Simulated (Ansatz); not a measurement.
Frontier orbitals of C3H11BO2.

Cartesian coordinates in Å:
```
C 1.298 -0.379 -1.951
O 1.073 0.716 -1.087
B -0.885 -0.052 0.589
C -0.933 1.371 1.263
C -0.079 -1.251 1.211
O -1.690 -0.348 -0.478
H 1.858 -1.183 -1.460
H 0.317 -0.767 -2.226
H 1.829 -0.078 -2.861
H 1.918 1.026 -0.754
H 0.031 1.662 1.687
H -1.257 2.165 0.582
H -1.644 1.350 2.099
H 0.935 -0.958 1.497
H -0.026 -2.116 0.548
H -0.572 -1.577 2.136
H -2.172 0.420 -0.793
```

The species carries charge 0 and has multiplicity 1. The bonds changed during the relaxation, so this is another structure than the one it started from. Geometry: relaxed with PBE0-D4/def2-TZVP. It is one conformer, not always the lowest. Basis def2-TZVPP, the Gaussian-basis code of Ansatz.

Orbital energies of one run (eV). Highest occupied ones, from the top: -7.84, -7.91, -9.15, -9.38, -9.44, -9.93, -10.16, -10.93, -11.13, -11.51, -11.92, -12.25, -14.15, -14.62. Empty: 0.30, 0.92, 1.30, 1.66, 1.77, 2.48.

Q: Which functional gave them?
A. LC-ωPBE
B. B97M-V
C. BLYP
D. B3LYP

A: D. HOMO energies: B3LYP -7.84, B97M-V -6.93, BLYP -6.36, LC-ωPBE -10.87 eV.

B3LYP here is the variant with VWN-RPA as its local correlation; programs differ in this. LC-ωPBE has ω = 0.4 bohr⁻¹.
